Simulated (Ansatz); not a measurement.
Basis-set extrapolation for CH8OSi3 (`C[SiH]1[SiH2]O[SiH2]1`) (PBE0-D4/def2-TZVP geometry, frozen core, Ansatz 0.2.0). Multiplicity 1, RHF reference.

```csv
,def2-TZVPP,def2-QZVPP
HF,-984.342562,-984.375212
MP2 correlation,-0.773208,-0.831028
CCSD(T) correlation,-0.867466,not run
```

Energies in hartree. Use E(X) = E(∞) + A·exp(−7.88·√X) for Hartree–Fock and E(X) = E(∞) + B·X^(−2.97) for correlation, with X = 3 and 4, and add CCSD(T) minus MP2 of the smaller set to the MP2 limit.

Q: What is the CCSD(T) energy at the basis-set limit?

A: HF limit: -984.375212 + (-0.032650) × 0.13774 = -984.37971. MP2 limit: -0.831028 + (-0.057820) × 0.74074 = -0.87386. Higher-order term: -0.867466 − (-0.773208) = -0.09426. Total: -985.34783 hartree, 361.8 kJ/mol below CCSD(T)/def2-TZVPP.
